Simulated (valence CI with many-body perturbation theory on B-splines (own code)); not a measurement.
Values are calculated unless marked as measured or tabulated.
# Pt54+: what each term of the Hamiltonian does

Level of theory: valence CI with perturbative core correlation (CI+MBPT): six valence electrons over a frozen Dirac-Fock core [Ar], radial functions for each j: 7 s, 7 p, 8 d, 6 f, 4 g, 1 h, with the one-electron correlation potential Σ1 (screened to all orders), the two-electron term Σ2, the three-electron term Σ3, Breit, model QED; selected single and double excitations, second order for the rest, scaled by the run's own slope (own B-spline code, finite nucleus).

The last digits are not significant, and no measured levels were compared; by estimate large intervals hold to a few tenths of a per cent, small ones and those within an open d or f shell to about a per cent. Core correlation moves these levels by up to 18000 cm⁻¹, and in measured spectra 5 to 20 % of such shifts remained as error; rates that hang on mixing are uncertain with them. Among the levels kept, up to 1100 cm⁻¹ of a level comes from second order outside the variational space, and about a tenth of that is noise between levels of different J, which matters for small intervals. The list stops below the first excitations out of the core. Only levels of the ground parity were solved; by the run's estimate the other parity begins above the list, which can be wrong where configurations are misplaced.

Each rung adds one term. CI alone is the Dirac-Coulomb CI over the frozen core; QED comes last and gives the full result, which names the levels. Energies are above (3d3/2^4 3d5/2^2) J=4 on the same rung, in cm⁻¹.

Levels are named by their leading jj configuration (3d3/2^4 stands for four electrons in 3d with j = 3/2), which in mixed levels can hold well under half, so a name can repeat and another be missing. Letters in brackets count levels of one name in rising energy.

```
                    Level  CI alone     + Σ1     + Σ2     + Σ3  + Breit     Full
    (3d3/2^4 3d5/2^2) J=2     66376    66415    62413    61247    68289    68296
    (3d3/2^4 3d5/2^2) J=0    222744   222934   216376   215855   230101   230180
(3d3/2^3 3d5/2^3) J=3 [a]    667877   670354   675141   676394   665388   667336
(3d3/2^3 3d5/2^3) J=4 [a]    680053   682490   688308   689268   674030   675936
(3d3/2^3 3d5/2^3) J=1 [a]    707763   710260   713008   713745   708448   710395
    (3d3/2^3 3d5/2^3) J=6    763829   766312   774357   773016   739523   741443
    (3d3/2^3 3d5/2^3) J=5    758232   760708   766390   766413   741007   742922
(3d3/2^3 3d5/2^3) J=2 [a]    813416   815924   815896   814833   802867   804787
(3d3/2^3 3d5/2^3) J=3 [b]    827894   830423   831123   831845   815581   817515
    (3d3/2^3 3d5/2^3) J=0    904246   906753   901868   904269   892808   894695
(3d3/2^3 3d5/2^3) J=4 [b]    950977   953587   953468   953015   935564   937523
(3d3/2^3 3d5/2^3) J=1 [b]    947205   949803   945841   947429   944222   946173
(3d3/2^3 3d5/2^3) J=2 [b]    954675   957323   954406   955544   945433   947424
(3d3/2^3 3d5/2^3) J=3 [c]    966974   969545   966612   967025   956083   958003
(3d3/2^2 3d5/2^4) J=2 [a]   1385170  1390110  1398490  1399010  1377090  1380960
(3d3/2^2 3d5/2^4) J=0 [a]   1405810  1410720  1418120  1420380  1402420  1406260
(3d3/2^2 3d5/2^4) J=4 [a]   1444600  1449540  1459170  1458970  1426440  1430290
(3d3/2^2 3d5/2^4) J=3 [a]   1468450  1473370  1479900  1481360  1454590  1458420
    (3d3/2^2 3d5/2^4) J=5   1487970  1492950  1503280  1503020  1462020  1465880
    (3d3/2^2 3d5/2^4) J=6   1523590  1528570  1540620  1539220  1488520  1492380
(3d3/2^2 3d5/2^4) J=3 [b]   1542270  1547280  1552850  1553660  1522880  1526760
    (3d3/2^2 3d5/2^4) J=1   1556090  1561040  1563230  1564740  1541360  1545180
(3d3/2^2 3d5/2^4) J=4 [b]   1583700  1588670  1593850  1594720  1556530  1560370
(3d3/2^2 3d5/2^4) J=2 [b]   1593420  1598410  1600490  1600130  1570270  1574110
(3d3/2^2 3d5/2^4) J=2 [c]   1688860  1693910  1695300  1695190  1672210  1676060
(3d3/2^2 3d5/2^4) J=4 [c]   1735000  1740080  1742490  1743030  1712650  1716530
(3d3/2^2 3d5/2^4) J=2 [d]   1883000  1888090  1883170  1885010  1863190  1867010
(3d3/2^2 3d5/2^4) J=0 [b]   2035240  2040430  2031730  2033410  2019090  2022960
      (3d3/2 3d5/2^5) J=1   2161650  2169070  2180370  2179810  2145490  2151280
```

**Question.** How does the ionisation energy move along the ladder, and which term matters most?

**Answer.** CI alone 5257.2, + Σ1 5259.4, + Σ2 5272.6, + Σ3 5273.0, + Breit 5270.5, + QED 5270.5 eV. The largest step is Σ2, 13.2 eV. NIST lists 5270 ± 5 eV (theoretical).
